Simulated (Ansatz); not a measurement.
Ti(Me)2(H)2 (C₂H₈Ti), SMILES [CH3][TiH2][CH3], multiplicity 1.

Coordinates come from a B3LYP-D3(BJ)/def2-SVP optimisation. The spin state was assumed, not searched. The structure was generated by enumeration; whether it is a known compound was not checked.

Two levels are set side by side: PBE/def2-SVPD (Ansatz, a program for electronic structure) and PBE0/def2-SVPD (Ansatz). Energy differences of separate SCF runs at the same geometry; the states with an electron removed or added have multiplicity 2 and 2. Differences are taken from unrounded values.

```
quantity                            PBE
---------------------------------  ----
vertical ionisation energy (eV)    9.62
vertical electron affinity (eV)    0.37
vertical singlet–triplet gap (eV)  3.06
```

**Question.** These are the PBE values. What does PBE0 give? (The exact figures need the calculation; the answer reports its results.)

**Answer.** 
```tsv
quantity	PBE0	PBE minus PBE0
vertical ionisation energy (eV)	9.89	-0.28
vertical electron affinity (eV)	0.64	-0.28
vertical singlet–triplet gap (eV)	3.09	-0.03
```
